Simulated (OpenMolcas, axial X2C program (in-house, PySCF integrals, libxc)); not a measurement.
# One splitting, several methods: ²Π3/2 − ²Π1/2

Calculated with an in-house all-electron X2C program for linear molecules (integrals from PySCF): two-component X2C with atomic mean-field Coulomb and Gaunt terms, Dyall basis sets with cores contracted in-house. The CASPT2 rows were computed with OpenMolcas 26.06 (scalar X2C, spin–orbit state interaction with atomic mean-field integrals). Vertical splittings E(Ω = 3/2) − E(Ω = 1/2) of the lowest ²Π state.

Correlated electrons in EOM-CCSD (inner shells frozen, about 90 virtual spinors): PBr²⁺ 10, SiBr⁺ 10, HBr 8, GeBr⁺ 10.

```json
{"molecule": "PBr⁺", "method": "PBE0 determinants, 2c, cv3z/v3z", "R (Å)": "2.067", "splitting (cm⁻¹)": "1013"}
{"molecule": "SiBr", "method": "PBE0 determinants, 2c, cv3z/v3z", "R (Å)": "2.237", "splitting (cm⁻¹)": "476"}
{"molecule": "HBr⁺", "method": "PBE0 determinants, 2c, cv3z/v3z", "R (Å)": "1.460", "splitting (cm⁻¹)": "-2737"}
{"molecule": "GeBr", "method": "PBE0 determinants, 2c, cv3z/cv3z", "R (Å)": "2.350", "splitting (cm⁻¹)": "1220"}
```

The other methods give:

| molecule | method | R (Å) | splitting (cm⁻¹) |
| --- | --- | --- | --- |
| PBr⁺ | EOM-EA-CCSD from PBr²⁺, 2c, acv3z/av3z | 2.063 | 929 |
| SiBr | CAS(9,7), XMS-CASPT2, RASSI (OpenMolcas, ANO-RCC-VTZP) | 2.260 | 367 |
| SiBr | EOM-EA-CCSD from SiBr⁺, 2c, acv3z/av3z | 2.235 | 318 |
| HBr⁺ | EOM-IP-CCSD from HBr, 2c, cv3z/v3z | 1.419 | -2565 |
| GeBr | CAS(9,7), XMS-CASPT2, RASSI (OpenMolcas, ANO-RCC-VTZP) | 2.342 | 951 |
| GeBr | EOM-EA-CCSD from GeBr⁺, 2c, acv3z/acv3z | 2.328 | 976 |

The distances differ by up to 0.04 Å between runs. Collinear functionals lack a current term; state interaction in a small space lacks spinor relaxation, which matters for heavy atoms, and ANO-RCC sets lack diffuse functions for anions; a negative value is an inverted multiplet.

**Question.** By what ratio do the methods differ, for splittings above 30 cm⁻¹?

**Answer.** PBr⁺: EOM-EA-CCSD over PBE0 0.92; SiBr: CASPT2 over PBE0 0.77; SiBr: EOM-EA-CCSD over PBE0 0.67; HBr⁺: EOM-IP-CCSD over PBE0 0.94; GeBr: CASPT2 over PBE0 0.78; GeBr: EOM-EA-CCSD over PBE0 0.80.
